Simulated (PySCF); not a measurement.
# Spin states of LiCa

Unrestricted PBE0; Li aug-pcseg-1, Ca aug-pcseg-1; no relativity (PySCF 2.14). Outer shells of the fragments: Li 2s1; Ca 4s2.

Followed along the bond (rough minima from three points):

| 2Ms+1 | unpaired | ⟨S²⟩ at the start | R at minimum (Å) | Te (eV) |
| --- | --- | --- | --- | --- |
| 2 | σ ↑ | 0.77 | 3.42 | 0.00 |
| 2 | π ↑ | 0.89 | 2.95 | 0.66 |
| 4 | σ ↑↑, π ↑ | 3.75 | 3.22 | 1.47 |
| 2 | δ ↑ | 0.80 | 3.21 | 1.55 |

Solutions found at the starting distance of 2.875 Å, counted from the lowest of them; the search is not exhaustive and high or unbound solutions are not listed, so other states can lie among these:

```tsv
2Ms+1	unpaired	term	E (eV)	⟨S²⟩	⟨Lz²⟩	μ (D)
2	σ ↑	²Σ⁺	0.00	0.77	0.00	-0.97
2	π ↑	²Π	0.45	0.89	1.02	0.27
4	σ ↑↑, π ↑	⁴Π	1.34	3.75	1.01	-0.86
2	δ ↑	²Δ	1.42	0.80	4.00	-0.71
4	σ ↑, π ↑↑	⁴Σ⁻	1.84	3.75	0.00	3.46
2	σ ↑↑, π ↓	mixed	1.92	1.75	1.02	-1.03
4	σ ↑↑↑	⁴Σ⁺	1.94	3.75	0.00	3.27
2	σ ↑, π ↑↓	mixed	2.39	1.75	2.02	3.17
4	σ ↑↑, δ ↑	⁴Δ	2.44	3.75	4.00	-1.13
4	σ ↑, π ↑↑	mixed	2.47	3.75	2.01	-2.52
```

A term symbol is given only where ⟨S²⟩ and ⟨Lz²⟩ are close to those of a pure state; real π, δ and φ orbitals otherwise mix terms. A positive dipole means Li(−)Ca(+).

**Question.** Compare the gap between the two lowest followed solutions at the starting distance with the gap between their minima.

**Answer.** At PBE0 the second solution (doublet, unpaired electrons π ↑) lies +0.45 eV from the first (doublet, unpaired electrons σ ↑) at 2.875 Å and +0.66 eV at the minima; the two curves relax by different amounts, since their minima lie near 2.95 and 3.42 Å.

Counting both spins, an empty level lies below a filled one in some of these solutions, because spin and occupation are held.
